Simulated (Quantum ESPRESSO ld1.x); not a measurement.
Results of a calculation; reference values are marked as such.
Question: P VIII, configuration [He] 2s2 2p4 (the NIST ground configuration). Code: ld1.x of Quantum ESPRESSO 7.5. Model: scalar-relativistic Kohn-Sham, LDA (Slater exchange, VWN5 correlation), spin-polarised, spherical densities, point nucleus; open shells are filled with parallel spins first. Some entries of the table are withheld. Estimate them.

orbital,occ.,eigenvalue (eV),<1/r> (bohr^-1)
1s up,1,-2276.03,(1)
1s down,1,-2271.22,(2)
2s up,1,-339.106,3.012
2s down,1,-331.284,2.981
2p up,3,-295.346,2.932
2p down,1,-286.378,2.903

Answer: 
(1) 1s up <1/r> (bohr^-1): 14.61
(2) 1s down <1/r> (bohr^-1): 14.63
